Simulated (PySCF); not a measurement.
As₂.
Atom-mapped SMILES: `[As:1]#[As:2]`

Geometry (PBE0-D3(BJ)/def2-SVP, Å), atoms numbered from 1 in this order:
```
atom  x, y, z in Å
As1    1.048   -0.007   -0.004
As2   -1.043    0.010   -0.025
```

Computed with PBE0-D3(BJ)/def2-SVP geometry optimisation, gas phase (PySCF).

Masses are those of the commonest isotopes; rigid-rotor values at the optimised geometry. 

Problem. What are the moment of inertia and the rotational constant?

Solution. I = 163.820 u·Å², B = 505379 MHz·u·Å²/I = 3085 MHz (0.1029 cm⁻¹, or 0.148 K as hB/k). For two atoms I = μr² with μ = 37.4608 u and r = 2.0912 Å.

Problem. List the first levels of a rigid rotor in a Σ state.

Solution. E(J) = BJ(J+1): J = 1: 0.206, J = 2: 0.617, J = 3: 1.235, J = 4: 2.058, J = 5: 3.087, J = 6: 4.322 cm⁻¹.

Problem. Has it a pure rotational spectrum?

Solution. Not by electric dipole: D∞h allows no dipole (computed 0.00 D). Rotational Raman lines (ΔJ = 2) lie at B(4J + 6), spaced by 4B = 0.412 cm⁻¹, with nuclear-spin weights that differ between even and odd J.

Problem. Estimate the classical rotational partition function at 10 K, 25 K and 100 K.

Solution. Point group D∞h, symmetry number σ = 2; q = kT/(σhB), k/h = 20836.6 MHz/K: 33.8 at 10 K, 84.4 at 25 K, 338 at 100 K.

Whether it is a minimum is left open (no frequencies). Zero-point vibration and centrifugal distortion are left out.
